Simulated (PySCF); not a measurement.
FH₃MgSi. Atoms are numbered in the order given.

```xyz
6

Mg     0.0000     0.0000     0.7715
F      0.0000     0.0000     2.5277
Si     0.0000     0.0000    -1.7832
H      1.1967     0.6909    -2.3471
H      0.0000    -1.3819    -2.3471
H     -1.1967     0.6909    -2.3471
```
Charge 0, spin multiplicity 1.

The structure is a stationary point at PBE0-D3(BJ)/def2-TZVP.

Calculation: HF/def2-TZVPD (PySCF).

```
Item                                                                                                             Result
---------------------------------------------------------------------------------------------  ------------------------
total energy                                                                                         -589.84108 hartree
point group                                                                                                         C3v
highest occupied level                                                                                         -9.75 eV
lowest empty level                                                                                              0.87 eV
orbital gap                                                                                                    10.62 eV
dipole moment                                                                                                    1.27 D
quadrupole, principal values (traceless, Buckingham form, about the centre of nuclear charge)  -20.52, 10.26, 10.26 D·Å
mean static polarisability                                                                         54.8 bohr³ (8.12 Å³)
polarisability, principal values                                                                 49.7, 49.7, 64.8 bohr³
```
